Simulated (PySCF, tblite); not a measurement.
Rigid-rotor lines calculated for a species of formula C6H7OP (commonest isotopes; B3LYP/def2-SVPD in PySCF (dipole) on a GFN2-xTB geometry, gas phase), labelled J(Ka,Kc):

```csv
transition,MHz
"1(0,1) ← 0(0,0)",1731.8
"1(1,1) ← 0(0,0)",6289.9
"2(0,2) ← 1(0,1)",3461.6
"2(1,1) ← 1(1,0)",3575.5
"2(1,2) ← 1(1,1)",3351.7
```

(1) Find the rotational constants.

(2) What moments of inertia, asymmetry and inertial defect follow?

(3) Which dipole components do these lines need?

(4) Predict further lines from these constants: 1(1,1) ← 1(0,1); 3(3,0) ← 2(2,0); 3(2,1) ← 2(1,1); 4(4,0) ← 3(3,1); 4(2,3) ← 3(1,3); 4(2,2) ← 3(2,1); 4(1,3) ← 3(0,3); 1(1,0) ← 0(0,0).

(5) Which structure gave them?

## Answers

(1) 1(0,1) ← 0(0,0) is B + C, 2(1,1) ← 1(1,0) is 3B + C and 2(1,2) ← 1(1,1) is B + 3C, so B − C is half the difference of the last two, 111.9 MHz. 1(1,1) ← 0(0,0) is A + C. A = 5480.0, B = 921.8, C = 810.0 MHz.

(2) I = 505379 MHz·u·Å² over each constant: Ia = 92.22, Ib = 548.23, Ic = 623.96 u·Å²; κ = (2B − A − C)/(A − C) = -0.952 (near-prolate asymmetric top); Δ = Ic − Ia − Ib = -16.49 u·Å².

(3) μa and μb (a-type: ΔKa even, ΔKc odd; b-type: both odd). The calculation gives |μa| = 0.32 D, |μb| = 1.41 D, |μc| = 0.25 D.

(4) 
| transition | MHz | type | branch |
| --- | --- | --- | --- |
| 1(1,1) ← 1(0,1) | 4558 | c | Q |
| 1(1,0) ← 0(0,0) | 6402 | c | R |
| 4(2,2) ← 3(2,1) | 6946 | a | R |
| 4(1,3) ← 3(0,3) | 12105 | c | R |
| 3(2,1) ← 2(1,1) | 18880 | c | R |
| 4(2,3) ← 3(1,3) | 21105 | c | R |
| 3(3,0) ← 2(2,0) | 28265 | c | R |
| 4(4,0) ← 3(3,1) | 39226 | b | R |

(5) `C/C=P/c1ccoc1`, point group C1. Three constants can't fix a structure by themselves; this is the one that was computed:
```
atom  x, y, z in Å
C1     3.097    0.341   -0.250
C2     1.617    0.200   -0.175
P3     0.751   -0.835   -1.168
C4    -0.939   -0.519   -0.598
C5    -1.532    0.678   -0.095
C6    -2.834    0.380    0.141
O7    -3.099   -0.900   -0.176
C8    -1.957   -1.433   -0.630
H9     3.552    0.091    0.710
H10    3.517   -0.307   -1.016
H11    3.369    1.373   -0.476
H12    1.125    0.808    0.574
H13   -1.052    1.624    0.048
H14   -3.646    0.970    0.518
H15   -1.972   -2.461   -0.936
```

The values belong to one conformer (point group C1) with, in the numbering `[CH3:1]/[CH:2]=[P:3]/[c:4]1[cH:5][cH:6][o:7][cH:8]1`, C2–P3–C4–C5 32°. Its GFN2-xTB frequencies are all real (lowest 42 cm⁻¹). These are rigid-rotor constants of the computed structure; measured ground-state constants (B0) also hold zero-point vibration. A rigid rotor knows nothing of internal rotation, which can split or shift real lines.

Time: 28 s wall; peak memory 0.85 GiB. Hardware: one thread of an Intel Xeon 6975P-C (shared host). This is the B3LYP/def2-SVPD job that gave the dipole, with the excitations it also computed.
